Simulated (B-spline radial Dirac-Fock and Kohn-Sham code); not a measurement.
**Cu³⁺ 3d5/2: cross section and angular parameters**

System: Cu³⁺ in the configuration [Ar] 3d8; threshold 57.38 eV (orbital energy of the model). Model: Dirac-Hartree-Slater photoionisation with a Latter tail; cross sections with all multipoles, angular parameters from the dipole term and its interference with E2. Program: a radial atomic solver.

For linearly polarised light dσ/dΩ = σ/(4π) [1 + β P₂(cos θ) + (δ + γ cos²θ) sin θ cos φ], with θ from the polarisation vector and φ the angle between the beam and the projection of the electron momentum on the plane normal to the polarisation.

| hν (eV) | σ (kb) | β | γ | δ |
| --- | --- | --- | --- | --- |
| 80 | 4930 | 0.323 | -0.004 | 0.012 |
| 124 | 3510 | 0.714 | 0.009 | 0.016 |
| 148 | 2710 | 0.843 | 0.016 | 0.018 |
| 149 | 2680 | 0.848 | 0.016 | 0.018 |
| 268 | 816 | 1.139 | 0.073 | 0.027 |
| 300 | 622 | 1.169 | 0.091 | 0.029 |
| 312 | 564 | 1.178 | 0.097 | 0.030 |
| 400 | 293 | 1.215 | 0.145 | 0.035 |
| 484 | 172 | 1.223 | 0.191 | 0.039 |
| 492 | ? | ? | ? | ? |
| 493 | 163 | 1.223 | 0.196 | 0.040 |
| 678 | 62.7 | 1.193 | 0.293 | 0.050 |
| 889 | 26.4 | 1.135 | 0.388 | 0.063 |
| 1000 | 17.9 | 1.102 | 0.431 | 0.069 |
| 1486.9 | 4.55 | 0.965 | 0.573 | 0.099 |
| 1520 | 4.21 | 0.957 | 0.581 | 0.101 |
| 1760 | 2.49 | 0.901 | 0.632 | 0.115 |
| 2000 | 1.56 | 0.851 | 0.675 | 0.130 |
| 2160 | 1.17 | 0.822 | 0.701 | 0.140 |
| 2230 | 1.04 | 0.810 | 0.711 | 0.144 |
| 2470 | 0.707 | 0.771 | 0.743 | 0.158 |
| 2510 | 0.665 | 0.765 | 0.748 | 0.160 |
| 2984.4 | 0.343 | 0.702 | 0.801 | 0.188 |
| 4520 | 0.0663 | 0.564 | 0.924 | 0.271 |
| 6000 | 0.0206 | 0.476 | 0.999 | 0.343 |
| 6390 | 0.0158 | 0.458 | 1.013 | 0.362 |

Task: Give the values at 492 eV.

Result: σ = 164 kb, β = 1.223, γ = 0.196, δ = 0.040.

Values without a named source are computed, but for edge energies of neutral atoms, which are taken from tables.
